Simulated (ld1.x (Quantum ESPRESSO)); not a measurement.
# Transferability test, TM potential for platinum

* Element: Pt (Z = 78)
* Generator: ld1.x (Quantum ESPRESSO) 7.5
* Type: norm-conserving Troullier–Martins (Kleinman–Bylander form)
* Functional: PBE
* Relativity: fully relativistic
* Frozen core: [Kr] 4d10 4f14
* Valence charge: 18
* Reference configuration: 5s2 5p6 5d8 6s0 6p0 (charge +2)
* Partial waves: 5p (bound): rc 1.90 bohr; 5d (bound): rc 1.35 bohr; 5s (bound): rc 0.90 bohr
* Local potential: the s channel
* Core correction: none

Open shells are filled in proportion to 2j + 1 (rel_dist='average').

Energies are relative to the spin-unpolarised reference configuration 5s2 5p6 5d8 6s0 6p0; without spin polarisation the order of configurations can differ from experiment.

| valence configuration | charge | ΔE all-electron (eV) | error AE − PS (meV) |
| --- | --- | --- | --- |
| 5s2 5p6 5d9 6s1 6p0 | 0 | -29.192 | +126 |
| 5s2 5p6 5d9 6s0 6p0 | +1 | -19.981 | +1.3 |
| 5s2 5p6 5d8 6s1 6p0 | +1 | -17.999 | +171 |
| 5s1 5p6 5d9 6s1 6p0 | +1 | 79.128 | +192 |
| 5s2 5p5 5d9 6s1 6p0 | +1 | 33.956 | +112 |
| 5s2 5p6 5d9.5 6s0.5 6p0 | 0 | -29.324 | +61 |

Problem. What are ΔE and the potential's error for 5s2 5p6 5d7 6s0 6p0?

Solution. ΔE = 32.214 eV all-electron; the error (AE − PS) is +2.3 meV.

Levels in the configuration 5s2 5p6 5d9 6s1 6p0:

```csv
level,all-electron (eV),pseudo (eV)
5s j=1/2,-101.578,-101.526
5p j=1/2,-66.893,-66.838
5p j=3/2,-51.972,-51.919
5d j=3/2,-6.976,-6.934
5d j=5/2,-5.648,-5.609
6s j=1/2,-5.675,-5.773
```

Note: ghost state, extra bound levels that the all-electron valence spectrum of the same l lacks: p1/2 at -35.9 eV. A true bound ghost makes a file unfit for plane-wave use.
